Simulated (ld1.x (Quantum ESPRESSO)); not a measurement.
PBEsol TM dataset for silver, non-relativistic all-electron reference.

The input file (ld1.x (Quantum ESPRESSO) 7.5):

```
&input
   title='Ag', zed=47., rel=0, dft='PBESOL', iswitch=3,
   config='[Kr] 4d9.5 5s0 5p0',
   nld=3, rlderiv=2.30, eminld=-7.0, emaxld=5.0, deld=0.02
 /
 &inputp
   pseudotype=2, tm=.true., lloc=2,
   nlcc=.false.,
   file_pseudopw='Ag.UPF', file_wfcaegen='ae.wfc', file_wfcncgen='nc.wfc', file_beta='beta', file_chi='chi'
 /
3
5S  1  0   0.00   0.00  2.10  2.10  0.0
4P  2  1   6.00   0.00  1.15  1.15  0.0
4D  3  2   9.50   0.00  1.25  1.25  0.0
 &test
   configts(1)='4p6 4d9.5 5s0 5p0'
 /
```

Command:

```bash
ld1.x < Ag.in > Ag.out
```

The program printed (shortened: banner, matrices, multipoles, cross overlaps and the repeated all-electron block are left out):

```
Program LD1 v.7.5
     --------------------------- All-electron run ----------------------------

     Ag

     atomic number is 47.00
     dft =PBESOL   lsd =0 sic =0 latt =0  beta=0.20 tr2=1.0E-14
     Exchange-correlation= PBESOL
                           (   1   4  10   8   0   0   0)
     mesh =1237 r(mesh) =  99.46963 a.u. xmin = -7.00 dx = 0.01250
     1 Ry =  13.60569312 eV

     n l     nl                  e(Ry)          e(Ha)          e(eV)
     1 0     1S 1( 2.00)     -1802.9374      -901.4687    -24530.2124
     2 0     2S 1( 2.00)      -260.9383      -130.4691     -3550.2459
     2 1     2P 1( 6.00)      -242.9330      -121.4665     -3305.2714
     3 0     3S 1( 2.00)       -48.4936       -24.2468      -659.7894
     3 1     3P 1( 6.00)       -41.2365       -20.6183      -561.0512
     4 0     4S 1( 2.00)        -7.5399        -3.7699      -102.5851
     4 1     4P 1( 6.00)        -5.2579        -2.6290       -71.5379
     3 2     3D 1(10.00)       -27.8098       -13.9049      -378.3719
     4 2     4D 1( 9.50)        -1.6426        -0.8213       -22.3488
     5 0     5S 1( 0.00)        -1.0983        -0.5492       -14.9433
     5 1     5P 1( 0.00)        -0.7177        -0.3588        -9.7647

     final scf error:  5.0E-15 reached in  32 iterations

     Etot =  -10393.154090 Ry,   -5196.577045 Ha, -141406.065125 eV

     Ekin =   10388.338307 Ry,    5194.169154 Ha,  141340.543068 eV
     Encl =  -24708.606198 Ry,  -12354.303099 Ha, -336177.713425 eV
     Eh   =    4213.063279 Ry,    2106.531639 Ha,   57321.646077 eV
     Exc  =    -285.949478 Ry,    -142.974739 Ha,   -3890.540845 eV

     normalization and overlap integrals

     s(1S/1S) =  1.000000  <r> =   0.0324  <r2> =    0.0014  r(max) =   0.0215
     s(2S/2S) =  1.000000  <r> =   0.1406  <r2> =    0.0232  r(max) =   0.1194
     s(2P/2P) =  1.000000  <r> =   0.1201  <r2> =    0.0175  r(max) =   0.0930
     s(3S/3S) =  1.000000  <r> =   0.3815  <r2> =    0.1663  r(max) =   0.3455
     s(3P/3P) =  1.000000  <r> =   0.3734  <r2> =    0.1617  r(max) =   0.3328
     s(4S/4S) =  1.000000  <r> =   0.9418  <r2> =    1.0055  r(max) =   0.8499
     s(4P/4P) =  1.000000  <r> =   1.0121  <r2> =    1.1745  r(max) =   0.8824
     s(3D/3D) =  1.000000  <r> =   0.3457  <r2> =    0.1422  r(max) =   0.2725
     s(4D/4D) =  1.000000  <r> =   1.3328  <r2> =    2.1467  r(max) =   1.0252
     s(5S/5S) =  1.000000  <r> =   2.7488  <r2> =    8.5524  r(max) =   2.3687
     s(5P/5P) =  1.000000  <r> =   3.3808  <r2> =   13.0028  r(max) =   2.8572

     ------------------------ End of All-electron run ------------------------

     --------------------- Generating NC pseudopotential ---------------------

      Generating local pot.: lloc=2, matching radius rcloc =   1.2500

      Wfc   5S  rcut= 2.117  Using Troullier-Martins method

      Wfc   4P  rcut= 1.162  Using Troullier-Martins method

     ------------------- End of pseudopotential generation -------------------

     Computing logarithmic derivative in   2.29589
     Computing logarithmic derivative in   2.29589
     Computing the partial wave expansion
     R is outside the sphere for l=    0 j= 0.00
     R is outside the sphere for l=    1 j= 0.00
       no projector for channel:   2

     ---------------------- Testing the pseudopotential ----------------------

     Ag

     atomic number is 47.00   valence charge is 17.00
     dft =PBESOL   lsd =0 sic =0 latt =0  beta=0.20 tr2=1.0E-14
     mesh =1237 r(mesh) =  99.46963 xmin = -7.00 dx = 0.01250

     n l     nl             e AE (Ry)        e PS (Ry)    De AE-PS (Ry)
     2 1     4P   1( 6.00)       -5.25794       -5.25794        0.00000
     3 2     4D   1( 9.50)       -1.64261       -1.64261        0.00000
     1 0     5S   1( 0.00)       -1.09831       -1.09831       -0.00000
     3 1     5P   1( 0.00)       -0.71769       -0.71958        0.00188

     eps = 6.2E-15  iter = 15

     Etot =  -10393.154090 Ry,   -5196.577045 Ha, -141406.065125 eV
     Etotps =  -220.245253 Ry,    -110.122626 Ha,   -2996.589322 eV

     Ekin =     100.793179 Ry,      50.396590 Ha,    1371.361067 eV
     Encl =    -488.161680 Ry,    -244.080840 Ha,   -6641.778006 eV
     Ehrt =     179.948886 Ry,      89.974443 Ha,    2448.329317 eV
     Ecxc =     -22.253888 Ry,     -11.126944 Ha,    -302.779567 eV
     Epseu=       9.428249 Ry,       4.714125 Ha,     128.277867 eV

     ---------------------- End of pseudopotential test ----------------------
```

Note: ghost state, extra bound levels that the all-electron valence spectrum of the same l lacks: s at -158.3 eV. A true bound ghost makes a file unfit for plane-wave use.

Generation and configuration tests took about 1.7 s on one core of a shared server CPU.
